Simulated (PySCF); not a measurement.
# Correlation energy of Ga¹⁴⁺ (gallium, charge +14)

Starting occupation: [Ne] 3s2 3p5, 3p1/2 with m_j = -1/2, +1/2, 3p3/2 with m_j = -1/2, +1/2, +3/2. Calculation: PySCF 2.14, in an uncontracted even-tempered set (19 s from 1.2 bohr⁻², ratio 2.4; 14 p from 1.5 bohr⁻², ratio 2.4; 5 d from 8.1 bohr⁻², ratio 2.6; 4 f from 12 bohr⁻², ratio 2.6); X2C-1e with screened-nucleus spin-orbit coupling, Gaussian nucleus. Frozen: 1s2; 15 electrons correlated; the 56 highest virtual spinors left out.

MP2 pair energies summed by pair of shells (mhartree):

```
       pair  energy  share (%)
2p1/2-2p3/2  -83.72       14.9
2p3/2-2p3/2  -82.98       14.8
3p1/2-3p3/2  -60.72       10.8
3p3/2-3s1/2  -37.05        6.6
2p3/2-2s1/2  -36.85        6.6
3p3/2-3p3/2  -36.03        6.4
2p3/2-3p3/2  -33.93        6.1
2p3/2-3p1/2  -24.46        4.4
2p1/2-2p1/2  -20.00        3.6
3p1/2-3s1/2  -19.65        3.5
2p1/2-2s1/2  -18.12        3.2
2p1/2-3p3/2  -16.92        3.0
3p1/2-3p1/2  -16.65        3.0
2p3/2-3s1/2  -15.18        2.7
2s1/2-2s1/2  -10.25        1.8
2p1/2-3p1/2  -10.12        1.8
2s1/2-3p3/2   -9.56        1.7
3s1/2-3s1/2   -9.05        1.6
2p1/2-3s1/2   -6.95        1.2
2s1/2-3p1/2   -6.46        1.2
2s1/2-3s1/2   -5.42        1.0
```

Total MP2 correlation energy: -560.09 mhartree.

At this charge the one-electron X2C treatment keeps the bare 1/r₁₂, with no two-electron picture change or Breit term. The effect here is smaller than on the frozen 1s shell.
